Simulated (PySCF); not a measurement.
**Cu²⁺: ionisation energy**

Cu²⁺ [Ar] 3d9 (2D) → Cu³⁺ [Ar] 3d8 (3F), as a difference of total energies. Computed with PySCF 2.14 in aug-cc-pVDZ-DK (7s6p4d2f, 59 functions), with scalar relativity by spin-free X2C-1e. Correlated levels: valence: [Ar] frozen. The calculations carry no spin-orbit coupling.

```json
{"method": "UHF", "ionisation energy (eV)": "34.202"}
{"method": "MP2 (valence)", "ionisation energy (eV)": "36.745"}
{"method": "SCS-MP2 (valence)", "ionisation energy (eV)": "36.498"}
{"method": "CCSD (valence)", "ionisation energy (eV)": "36.303"}
{"method": "CCSD(T) (valence)", "ionisation energy (eV)": "36.367"}
```

Task: How much does correlation contribute at CCSD(T) (valence)?

Result: 36.367 − (34.202) = 2.165 eV, measured against UHF.

The reference lies between the lowest fine-structure levels, while these numbers refer to the centres of the terms.

Errors of the correlated levels include the incompleteness of this basis and the frozen core.

For comparison: 36.841 ± 0.012 eV (measured; NIST Atomic Spectra Database, ionization energies).
